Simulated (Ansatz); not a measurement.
```xyz
8

Mg   -0.9391   -0.9294   -0.9307
O    -1.0236   -1.0102    1.0204
O    -1.0273    1.0171   -1.0137
Mg   -0.9399    0.9408    0.9282
O     1.0147   -1.0268   -1.0234
Mg    0.9438   -0.9329    0.9308
Mg    0.9374    0.9382   -0.9468
O     1.0289    1.0181    1.0197
```

Basis set: 6-31G* (spherical functions). Left uncorrelated: 8 orbitals. Charge 0, multiplicity 1.

Computed with Ansatz (development build ahead of 0.2.0); each method stands on the lowest determinant of its kind that the runs found. Restricted open shells among the atoms or ions are ROHF, correlated in semicanonical orbitals with singles.

Problem. Give the atomization energy at this shape (free ground-state atoms in the same class of orbitals less the molecule, no zero-point energy) of singlet Mg₄O₄ by RHF-MP2, RHF.

Solution.

| method | atomization energy |
| --- | --- |
| RHF-MP2 | 662.33 kcal/mol |
| RHF | 404.16 kcal/mol |
